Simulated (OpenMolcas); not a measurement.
What dynamic correlation does to the levels of C²⁺

| Quantity | Value |
| --- | --- |
| Program | OpenMolcas 26.06 |
| Basis | ANO-RCC [8s8p4d3f2g] |
| Scalar Hamiltonian | DKH2, point nucleus |
| Active space | 2 electrons in 8 orbitals (2s 2p 3s 3p) |
| State averaging | 2S+1 = 3 even, 3 roots; 2S+1 = 1 even, 7 roots; 2S+1 = 3 odd, 3 roots; 2S+1 = 1 odd, 3 roots |
| Spin-orbit coupling | state interaction with AMFI integrals over the reference wave functions, term energies averaged over their components |

Methods on the same reference wave functions:
A. CASSCF
B. SS-CASPT2, IPEA 0.25 Eh, imaginary shift 0.1 Eh (closed shells correlated: 1s)
C. MS-CASPT2, IPEA 0.25 Eh, imaginary shift 0.1 Eh (closed shells correlated: 1s)

Energies in cm⁻¹ above 2s² ¹S₀, the measured ground level; measured values from Moore, Selected Tables of Atomic Spectra, NSRDS-NBS 3, section 3.

```json
{"Level": "2s² ¹S₀", "A": "0.0", "B": "0.0", "C": "0.0", "Measured": "0.0"}
{"Level": "2s 2p ³P°₀", "A": "52855", "B": "52500", "C": "52530", "Measured": "52367"}
{"Level": "2s 2p ³P°₁", "A": "52881", "B": "52530", "C": "52550", "Measured": "52391"}
{"Level": "2s 2p ³P°₂", "A": "52935", "B": "52580", "C": "52610", "Measured": "52447"}
{"Level": "2s 2p ¹P°₁", "A": "112063", "B": "103570", "C": "103600", "Measured": "102352"}
{"Level": "2p² ³P₀", "A": "138863", "B": "137800", "C": "137830", "Measured": "137426"}
{"Level": "2p² ³P₁", "A": "138890", "B": "137830", "C": "137850", "Measured": "137454"}
{"Level": "2p² ³P₂", "A": "138943", "B": "137880", "C": "137910", "Measured": "137502"}
{"Level": "2p² ¹D₂", "A": "155266", "B": "147130", "C": "147150", "Measured": "145876"}
{"Level": "2p² ¹S₀", "A": "190833", "B": "183020", "C": "183080", "Measured": "182520"}
```

Deviations, from unrounded energies. A percentage is the sum of absolute deviations over the sum of measured energies, with the sign that they share, or ± where signs differ.

```json
{"Against measurement": "mean absolute deviation (cm-1)", "Levels": "9", "A": "3700", "B": "500", "C": "530"}
{"Against measurement": "other configurations (%)", "Levels": "9", "A": "+3.3", "B": "+0.5", "C": "+0.5"}
```

B, C lie about equally close to measurement and A furthest from it. The largest miss of B in the table is 2p² ¹D₂, by +1300 cm-1. The ranking rests on the paired levels alone, and a cruder setting can come out closer through cancelling errors.

Between B and C the level of the table that moves most is 2p² ¹S₀, by 54 cm-1 (lowest in B, highest in C). Moves below CASPT2's spread within the term are not significant.

The mean deviations of B to C differ by less than CASPT2's widest spread within a term (53 cm-1), so their order carries little weight.

The lowest spin-free term lies below A's lowest term by 0.046 hartree in B, 0.046 hartree in C.

CASPT2 breaks the degeneracy within a term, and the mean is taken; among the terms shown or strongly mixed into the levels shown the widest spread is 53 cm-1 (2p² ¹D, B). Active for correlation alone: 3p 3s; no level in the range computed is led by a configuration that fills them, so any true level of that kind is missing. Measured partners are found by configuration, term and J. A level has none where our copy of the source lacks it or the pairing is in doubt (some pairs that miss far off the trend of their configuration count as doubtful), and it then counts in no deviation. Levels of configurations outside the active space are missing.

° marks odd parity.
